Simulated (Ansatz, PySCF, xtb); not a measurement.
Reaction (SMILES): C[Si](C)(C)F + 3 [SiH4] (SiH4) → 3 C[SiH3] [methylsilane] + F[SiH3]
Each molecule is optimised on its own at B3LYP-D3(BJ)/def2-TZVP (Ansatz, a program for electronic structure). Frequencies are from Ansatz or PySCF.

Property: bond separation energy (enthalpy at 298 K, with B3LYP-D3(BJ) rigid-rotor harmonic-oscillator terms), in eV. Cores are frozen in the correlated levels unless marked. Spin-orbit coupling is left out. Non-relativistic unless marked X2C. CBS(X,Y): correlation extrapolated as X^-3; Hartree-Fock from the larger set. The bracket is a focal-point correction in the basis named.

```tsv
level	program	bond separation energy (eV)
GFN1-xTB	xtb	-0.41
HF/6-31G	Ansatz	0.64
SVWN5/def2-TZVPD	Ansatz	0.45
B3LYP/def2-TZVPD	Ansatz	0.33
PBE0/def2-QZVPP	Ansatz	0.34
BHLYP/def2-TZVPD	Ansatz	0.33
CAM-B3LYP-D3(BJ)/def2-TZVPD	Ansatz + dftd3	0.40
MP2/STO-3G	Ansatz	0.34
MP2/aug-cc-pV(T+d)Z	Ansatz	0.37
SCS-MP2/6-31G*	Ansatz	0.47
CCSD(T)/cc-pV(D+d)Z	Ansatz	0.47
CCSD(T)/cc-pV(T+d)Z	Ansatz	0.40
X2C-CCSD(T)/cc-pVTZ-DK	Ansatz	0.40
CCSD(T) with core electrons (1s frozen past Ne)/cc-pwCVTZ	Ansatz	0.40
RI-MP2/CBS(cc-pV(T+d)Z,cc-pV(Q+d)Z)+[CCSD(T)-MP2]/cc-pV(T+d)Z	Ansatz	0.38
```
